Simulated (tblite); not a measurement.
Question: What does the GFN2-xTB structure of InChI=1S/C3H8F4Si3/c4-2(5)3(6,7)10-1-8-9-10/h2,10H,1,8-9H2/t10-/m0/s1 look like in three dimensions?

Answer: 
```
atom  x, y, z in Å
F1    -3.070   -1.384   -0.391
C2    -2.652   -0.177   -0.831
F3    -2.227   -0.365   -2.102
C4    -1.487    0.308    0.022
F5    -1.977    0.599    1.264
F6    -1.092    1.519   -0.492
Si7    0.023   -0.929    0.077
C8     1.307    0.029    1.147
Si9    2.419    0.875   -0.195
Si10   1.327   -0.456   -1.814
H11   -3.511    0.510   -0.845
H12   -0.601   -2.087    0.730
H13    1.888   -0.660    1.757
H14    0.860    0.733    1.846
H15    2.211    2.325   -0.226
H16    3.847    0.668    0.083
H17    2.055   -1.629   -2.320
H18    0.671    0.130   -2.986
```

Orientation and origin are arbitrary. Atoms count from 1 in this order. The C–F distances run from 1.350 Å (F1–C2, drawn single) to 1.373 Å (C4–F6, drawn single), a spread of 0.023 Å. Of the pairs four or more bonds apart, F3···Si10 is among the closest relative to their van der Waals radii: 3.57 Å, 100 % of the sum of Bondi's values. The 4-membered ring Si7–C8–Si9–Si10 has internal angles of 79.5° to 102.4°; it is puckered, 0.08 Å rms from its mean plane, widest ring torsion 10°. The C–Si distances run from 1.926 Å (Si7–C8, drawn single) to 1.953 Å (C4–Si7, drawn single), a spread of 0.027 Å.

Bonds between heavy atoms (Å): F1–C2 1.350, C2–F3 1.354, C2–C4 1.524, C4–F5 1.366, C4–F6 1.373, C4–Si7 1.953, Si7–C8 1.926, C8–Si9 1.938, Si9–Si10 2.363, Si7–Si10 2.345.

The geometry is computed with GFN2-xTB (gas phase).

Point group: C1 (no symmetry element, even within 0.4 Å). Its GFN2-xTB frequencies are all real (lowest 24 cm⁻¹). The numbers are those of one conformer (F1–C2–C4–F5 -69°, C2–C4–Si7–C8 177°, C4–Si7–C8–Si9 -96°, Si7–C8–Si9–Si10 -10°, C8–Si9–Si10–Si7 8°, C4–Si7–Si10–Si9 94°).
